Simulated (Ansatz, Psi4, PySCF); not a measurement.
Cl2Si (SMILES Cl[Si]Cl), singlet, geometry from GFN2-xTB. Base run: BLYP/def2-SVP run with PySCF.

Geometry (Å):
```xyz
3

Si     0.0009     0.0053     0.9238
Cl     1.0160     1.2132    -0.3883
Cl    -1.0167    -1.2175    -0.3725
```
Charge 0, spin multiplicity 1.
All else is at PySCF's defaults.

The same geometry, method and basis name were run in Ansatz (a quantum-chemistry and plane-wave program) and Psi4 and PySCF, at each program's defaults and at the settings that a row names. The base is PySCF at its defaults. Differences at the defaults can come from grids, fitting, cores and function types together.

```tsv
code and settings	ΔE vs base (mEh)	basis functions	E (Eh)	SCF cycles	dipole (D)
PySCF, defaults (exact integrals, its default grid, spherical functions)	0.000	54	-1209.56482	9	0.49
Psi4, defaults (density fitting with its default set, its default grid, spherical functions)	-0.050	54	-1209.56487	7	0.49
Ansatz, defaults (factorised integrals, its default grid, spherical functions)	-0.002	54	-1209.56482	-	-
PySCF, density fitting with def2-universal-jkfit	-0.049	54	-1209.56487	9	0.49
PySCF, fine grid	-0.001	54	-1209.56482	9	0.49
Psi4, exact integrals, spherical functions, fine grid	0.004	54	-1209.56482	9	0.49
Ansatz, high accuracy	0.001	54	-1209.56482	-	-
```
